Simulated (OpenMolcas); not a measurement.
Computed levels of 3s² 3p² in ions with 14 electrons, in cm-1 above ³P₀.

* Program: OpenMolcas
* Method: SS-CASPT2, IPEA 0.25 Eh, imaginary shift 0.1 Eh
* Basis: ANO-R3
* Scalar Hamiltonian: X2C, finite nucleus
* Spin-orbit coupling: state interaction with AMFI integrals over the reference wave functions, term energies averaged over their components

Active space for each ion: 4 electrons in 4 orbitals (3s 3p); closed shells correlated by CASPT2: 2s 2p.

```tsv
Level	Si	P+	S2+	Ar4+
³P₁	66.3	146	268	698
³P₂	193	416	751	1866
¹D₂	5860	8270	10580	15550
¹S₀	14170	20020	25570	36370
```

**Question.** Estimate ³P₂, ¹D₂, ¹S₀ for Cl3+ from its neighbours S2+ and Ar4+.

**Answer.** ³P₂ is fine structure, which grows about as the fourth power of a screened charge, so the fourth roots are averaged: ((751^0.25 + 1866^0.25) / 2)^4 = 1215. The calculation gives 1222, so the estimate is off by -0.6 %; the measured value is 1341 (Moore, Atomic Energy Levels, vol. I, NSRDS-NBS 35 (1971 reprint of NBS Circular 467, 1949)).
¹D₂ is another term, which grows about linearly with the charge: (10580 + 15550) / 2 = 13065. The calculation gives 13000, so the estimate is off by +0.5 %; the measured value is 13766 (Moore, Atomic Energy Levels, vol. I, NSRDS-NBS 35 (1971 reprint of NBS Circular 467, 1949)).
¹S₀ is another term, which grows about linearly with the charge: (25570 + 36370) / 2 = 30970. The calculation gives 30940, so the estimate is off by +0.1 %; the measured value is 32550 (Moore, Atomic Energy Levels, vol. I, NSRDS-NBS 35 (1971 reprint of NBS Circular 467, 1949)).

CASPT2 breaks the degeneracy within a term, and the mean is taken; among the terms shown or strongly mixed into the levels shown the widest spread is 24 cm-1 (3s² 3p² ¹D, Ar4+). Over all roots computed the reference weight is 0.86 to 0.97 in Si, 0.85 to 0.98 in P+, 0.84 to 0.98 in S2+, 0.85 to 0.98 in Cl3+, 0.85 to 0.98 in Ar4+; the roots of lowest weight are the least certain, and an intruder state may touch them. Computed and measured levels are paired by configuration, term and J; levels that our copy of the source lacks, or whose pairing is in doubt (as where it misses far off the trend of its configuration), stay unpaired and out of the deviations. Only configurations of the active space appear.
